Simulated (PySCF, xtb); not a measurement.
C₄H₈Si₂, SMILES [SiH3]C1=CC=C[SiH2]1.

xtb 6.7.1 with GFN2-xTB at its own geometry gives an orbital gap of 2.84 eV and a dipole moment of 0.49 D.

Coordinates come from a r2SCAN-D4/def2-SVP optimisation. This is a generated structure with no PubChem entry under its InChIKey; it may be hypothetical.

What does PBE/def2-TZVP (PySCF) give? (An estimate is asked for; the answer gives what the named calculation found.)

gap 3.18 eV (levels -6.00 and -2.82 eV), dipole 1.30 D.
